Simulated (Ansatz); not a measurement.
Ansatz (a first-principles code) input (B3LYP/def2-TZVPD):

Ansatz 0.2 input:
```yaml
crystal:
  periodic: [false, false, false]
  atoms:
    - {symbol: C, position_ang: [2.34908940, -0.02717239, 0.08801036]}
    - {symbol: C, position_ang: [1.00900185, -0.60929682, -0.10254426]}
    - {symbol: C, position_ang: [-0.10744636, 0.80668131, -0.27229162]}
    - {symbol: C, position_ang: [-1.44869135, 0.20101286, -0.42047962]}
    - {symbol: F, position_ang: [-1.89611827, -0.37915838, 0.72118312]}
    - {symbol: H, position_ang: [2.74478019, 0.49810858, -0.78136650]}
    - {symbol: H, position_ang: [2.46492242, 0.55628337, 0.99929257]}
    - {symbol: H, position_ang: [2.99567040, -0.92984869, 0.20423871]}
    - {symbol: H, position_ang: [0.53518582, -1.07558999, 0.75990524]}
    - {symbol: H, position_ang: [0.84671655, -1.14815609, -1.03188827]}
    - {symbol: H, position_ang: [0.06881950, 1.33341564, 0.66178801]}
    - {symbol: H, position_ang: [0.25604554, 1.33076276, -1.15219576]}
    - {symbol: H, position_ang: [-2.08019745, 1.10107474, -0.64134563]}
    - {symbol: H, position_ang: [-1.57859964, -0.48097471, -1.26524566]}
basis:
  gaussian:
    orbitals: def2-TZVPD
hamiltonian:
  xc: {name: B3LYP}
total_charge: 1
magnetization: {spin_polarized: true, initial_magnetization: 1}
output: {forces: true}
```

End of the output:

```
integrals: 0.18 GiB planned
1352 factors; their error is unknown
0.41 GiB of the device are held for the grids
1.52 GiB of device memory are held for the factors and their scratch space
mean field: 1.96 GiB planned
mean field evaluation 1: about -6990.4233 eV, gradient 5.8e1 eV
mean field evaluation 2: about -6983.5554 eV, gradient 6.9e1 eV
mean field evaluation 4: about -7004.6205 eV, gradient 4.5e0 eV
mean field evaluation 8: about -7004.6962 eV, gradient 2.1e-1 eV
mean field evaluation 16: about -7004.6526 eV, gradient 7.4e-4 eV
mean field -7004.65255859 eV, -257.4162336043 hartree, gradient 2.5e-5 eV, S^2 0.752830; 0 other end points of the search recorded, 0 dependent functions left out
the calculation of the forces begins
reference -7004.65282962 eV, -257.4162435643 hartree; 21, 20 occupied and 248, 249 virtual orbitals, 1352 factors
Total energy: -7004.65282962 eV, -257.4162435643 hartree
Atom 0 at     2.349089    -0.027172     0.088010 Å, force     0.020873    -0.000974     0.004462 eV/Å
Atom 1 at     1.009002    -0.609297    -0.102544 Å, force     0.011003    -0.007151    -0.000100 eV/Å
Atom 2 at    -0.107446     0.806681    -0.272292 Å, force    -0.003324     0.008259     0.004282 eV/Å
Atom 3 at    -1.448691     0.201013    -0.420480 Å, force    -0.009529     0.022025    -0.027769 eV/Å
Atom 4 at    -1.896118    -0.379158     0.721183 Å, force    -0.026315    -0.014536     0.027882 eV/Å
Atom 5 at     2.744780     0.498109    -0.781366 Å, force     0.011494     0.003057    -0.004212 eV/Å
Atom 6 at     2.464922     0.556283     0.999293 Å, force     0.010491     0.003497     0.005637 eV/Å
Atom 7 at     2.995670    -0.929849     0.204239 Å, force     0.008836    -0.005047     0.000793 eV/Å
Atom 8 at     0.535186    -1.075590     0.759905 Å, force     0.002517    -0.009452     0.006326 eV/Å
Atom 9 at     0.846717    -1.148156    -1.031888 Å, force     0.001643    -0.009044    -0.006147 eV/Å
Atom 10 at     0.068820     1.333416     0.661788 Å, force     0.000017     0.008514     0.006751 eV/Å
Atom 11 at     0.256046     1.330763    -1.152196 Å, force    -0.001831     0.007966    -0.007164 eV/Å
Atom 12 at    -2.080197     1.101075    -0.641346 Å, force    -0.010990    -0.002408    -0.004801 eV/Å
Atom 13 at    -1.578600    -0.480975    -1.265246 Å, force    -0.014884    -0.004706    -0.005940 eV/Å
Dipole moment:     0.549813     0.220258    -0.431186 e Å
```
